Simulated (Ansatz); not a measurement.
```yaml
crystal:
  periodic: [false, false, false]
  atoms:
    - {symbol: Nd, position_ang: [-0.098574, 0.225835, 0.177504]}
    - {symbol: O, position_ang: [0.205510, 0.182772, 2.214653]}
    - {symbol: H, position_ang: [0.220000, 1.105025, 3.128282]}
    - {symbol: H, position_ang: [0.515025, -0.177008, 3.101168]}
    - {symbol: O, position_ang: [-0.066995, -0.061939, -2.431305]}
    - {symbol: H, position_ang: [-0.136752, 0.737293, -2.997504]}
    - {symbol: H, position_ang: [-0.461391, -0.958065, -2.885004]}
    - {symbol: O, position_ang: [2.401509, -0.032224, -0.307711]}
    - {symbol: H, position_ang: [2.937980, 0.602565, 0.562738]}
    - {symbol: H, position_ang: [3.069502, 0.432253, -0.823916]}
    - {symbol: O, position_ang: [-2.582127, -0.079993, 0.288465]}
    - {symbol: H, position_ang: [-3.101424, -0.163052, 0.808787]}
    - {symbol: H, position_ang: [-2.968145, -0.489461, -0.649471]}
    - {symbol: O, position_ang: [-0.098850, 2.329335, -0.335655]}
    - {symbol: H, position_ang: [-1.234851, 2.944479, -0.216471]}
    - {symbol: H, position_ang: [0.632775, 3.109777, -0.537542]}
    - {symbol: O, position_ang: [0.302887, -2.547476, 0.121311]}
    - {symbol: H, position_ang: [-0.439638, -3.110479, 0.521369]}
    - {symbol: H, position_ang: [1.114707, -2.749686, 0.375228]}
basis:
  gaussian: {orbitals: def2-TZVP}
total_charge: 3
magnetization: {spin_polarized: true, initial_magnetization: 3}
hamiltonian: {xc: {name: PBE0}}
scf: {omitted_lower_state_checks: [starts]}
output: {forces: true}
```

```sh
$ ansatz run in.yaml --threads 4 --pin off --events-out ev --progress --plain --max-ram 9574MiB
```

Output, abridged:

```
Functional definition: PBE0
2360 factors; their error is unknown
mean field evaluation 1: about -27645.3958 eV, gradient 1.4e2 eV
mean field evaluation 2: about -26868.0193 eV, gradient 5.6e2 eV
mean field evaluation 4: about -26977.4988 eV, gradient 6.1e2 eV
mean field evaluation 8: about -27712.8034 eV, gradient 4.2e-1 eV
mean field evaluation 16: about -27712.9034 eV, gradient 7.1e-2 eV
mean field -27712.90413804 eV, -1018.4304425919 hartree, gradient 7.9e-6 eV, S^2 3.752717; 0 other end points of the search recorded, 0 dependent functions left out
reference -27712.90418930 eV, -1018.4304444757 hartree; 46, 43 occupied and 305, 308 virtual orbitals, 2360 factors
Total energy: -27712.90418930 eV, -1018.4304444757 hartree
Atom 0 at    -0.098574     0.225835     0.177504 Å, force    -0.075435    -3.170697    -4.565304 eV/Å
Atom 1 at     0.205510     0.182772     2.214653 Å, force     1.232960     4.119002     9.447368 eV/Å
Atom 2 at     0.220000     1.105025     3.128282 Å, force    -0.643236    -1.991139    -4.079312 eV/Å
Atom 3 at     0.515025    -0.177008     3.101168 Å, force     0.012418    -2.005305    -1.377991 eV/Å
Atom 4 at    -0.066995    -0.061939    -2.431305 Å, force    -1.604570    -2.414705    -0.129154 eV/Å
Atom 5 at    -0.136752     0.737293    -2.997504 Å, force    -0.126089    -1.172573    -0.237092 eV/Å
Atom 6 at    -0.461391    -0.958065    -2.885004 Å, force     1.585081     3.596241     0.966537 eV/Å
Atom 7 at     2.401509    -0.032224    -0.307711 Å, force     2.120220     4.090779     5.050152 eV/Å
Atom 8 at     2.937980     0.602565     0.562738 Å, force    -2.501436    -3.291084    -2.682856 eV/Å
Atom 9 at     3.069502     0.432253    -0.823916 Å, force     0.057434    -0.592119    -2.007407 eV/Å
Atom 10 at    -2.582127    -0.079993     0.288465 Å, force    18.313012     1.407515   -22.798191 eV/Å
Atom 11 at    -3.101424    -0.163052     0.808787 Å, force   -19.030432    -3.010397    18.887181 eV/Å
Atom 12 at    -2.968145    -0.489461    -0.649471 Å, force     1.001379     1.604851     3.733981 eV/Å
Atom 13 at    -0.098850     2.329335    -0.335655 Å, force    -2.454085     6.651955    -0.212785 eV/Å
Atom 14 at    -1.234851     2.944479    -0.216471 Å, force     5.008346    -2.173392    -0.693201 eV/Å
Atom 15 at     0.632775     3.109777    -0.537542 Å, force    -2.757641    -2.396335     0.596700 eV/Å
Atom 16 at     0.302887    -2.547476     0.121311 Å, force    -8.014236     2.476889    -1.109603 eV/Å
Atom 17 at    -0.439638    -3.110479     0.521369 Å, force     2.230815     0.624323    -0.755593 eV/Å
Atom 18 at     1.114707    -2.749686     0.375228 Å, force     5.645495    -2.353808     1.966569 eV/Å
Dipole moment:    -0.152459     1.046367     0.785382 e Å
Checks for a lower state left out: starts
```

Hardware: 4 threads of Intel Xeon on a shared host. Wall time 6.6 min, peak host memory 3.2 GiB.

In the def2 sets Nd takes a core potential; there is no spin–orbit coupling. With an open 4f shell the SCF may have ended on a state above the lowest.

The dipole of an ion depends on the origin.
